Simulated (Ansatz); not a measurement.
Consider the redistribution: `C[SiH2][NH][SnH3]` + `N/C=C/[SiH3]` → `N/C=[CH]/[SnH3]` + `C[SiH2]N[SiH3]`.

Isolated molecules relaxed with PBE0-D4/def2-TZVP in Ansatz; ΔE leaves out vibrations. CBS: MP2 limit from def2 TZ/QZ plus the TZ coupled-cluster correction, frozen cores. Double bonds are as drawn, so ΔE can hold a change between cis and trans. DFT in def2-TZVPP. def2 core potentials past Kr. For Sn outer-core shells are correlated without core-valence functions, which leaves a few kJ/mol of doubt a bond. One conformer a species, not always the lowest.

| level | ΔE (kJ/mol) |
| --- | --- |
| PBE-D4 | -23.6 |
| MP2/def2-TZVPP | -31.4 |

Problem. What does CCSD(T)/CBS give? (Best estimate.)

Solution. The calculation gave: -27.8 kJ/mol. The listed levels differ from it by 4.2, -3.6 kJ/mol.

Largest T1 diagnostic among the species: 0.013.

The D4 term adds +3.1 kJ/mol with B3LYP and +1.7 kJ/mol with PBE0; it sums over pairs of atoms, weighted by their polarisabilities, and B3LYP, whose exchange is more repulsive, gets the larger term.

B3LYP here is the variant with VWN-RPA as its local correlation; programs differ in this.
